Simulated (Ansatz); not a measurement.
Consider the substitution at a C–Ga bond: `[AlH2][CH2][GaH2]` + CH₃OH → `CO[CH2][AlH2]` + `[GaH3]`.

Program: Ansatz. Geometries: PBE0-D4/def2-TZVP. ΔE: electronic, gas phase. CCSD(T)/CBS adds triple-zeta CCSD(T) − MP2 to the extrapolated MP2 energy (def2 sets, frozen cores). This one scheme is used for every species. Functionals use def2-TZVPP. For Ga outer-core shells are correlated without core-valence functions, which leaves a few kJ/mol of doubt a bond. Scalar relativity is left out up to krypton. One conformer a species, not always the lowest.

`[AlH2][CH2][GaH2]`:

Cartesian coordinates in Å:
```
Al 0.300 -0.007 1.649
C 0.554 -0.428 -0.226
Ga -0.739 0.347 -1.474
H 0.990 1.280 2.276
H -0.620 -0.931 2.555
H 0.494 -1.517 -0.334
H 1.545 -0.066 -0.520
H -0.465 1.759 -2.107
H -2.058 -0.435 -1.818
```

CH₃OH:

Cartesian coordinates in Å:
```
C 0.277 0.119 0.190
O -0.767 -0.755 -0.174
H 0.768 -0.315 1.061
H -0.088 1.115 0.466
H 1.027 0.227 -0.604
H -1.216 -0.391 -0.939
```

`CO[CH2][AlH2]`:

```xyz
11

C    -0.875   -0.621    1.543
O    -0.392   -0.723    0.233
C     0.266    0.448   -0.200
Al    0.925    0.256   -2.047
H    -1.602    0.198    1.639
H    -1.365   -1.563    1.794
H    -0.059   -0.440    2.258
H    -0.407    1.323   -0.133
H     1.108    0.696    0.474
H     0.706   -1.072   -2.884
H     1.695    1.497   -2.677
```

`[GaH3]`:

Cartesian coordinates in Å:
```
Ga 0.000 0.000 0.000
H 1.465 0.245 0.503
H -0.904 -1.070 0.707
H -0.561 0.825 -1.210
```

**Question.** Is it downhill or uphill in electronic energy at CCSD(T)/CBS, and by how much? (An estimate is asked.)

**Answer.** Ansatz gave: Uphill: ΔE = +29.5 kcal/mol.

**Question.** What do these levels give: r2SCAN0-D4, r2SCAN0, CAM-B3LYP, CCSD/def2-TZVPP, HF/def2-QZVPP, CCSD/CBS(def2)? (Estimate.)

**Answer.** The calculation gave: r2SCAN0-D4 27.9, r2SCAN0 27.9, CAM-B3LYP 24.5, CCSD/def2-TZVPP 27.7, HF/def2-QZVPP 23.8, CCSD/CBS(def2) 29.1 kcal/mol.

Largest T1 diagnostic among the species: 0.013.

At CCSD(T), def2-SVP lies −5.9 kcal/mol from the extrapolated value and def2-TZVPP −1.4 kcal/mol. In def2-TZVPP, CCSD(T) changes the Hartree–Fock value by +4.1 kcal/mol (the triples alone add +0.4 kcal/mol) and MP2 by +6.3 kcal/mol. Leaving LDA and LC-ωPBE aside and taking each functional with its dispersion term where it has one, the values, not all of them listed here, spread over 4.0 kcal/mol, from BLYP-D4 to PBE-QIDH. LDA lies −0.8 kcal/mol from PBE without D4.
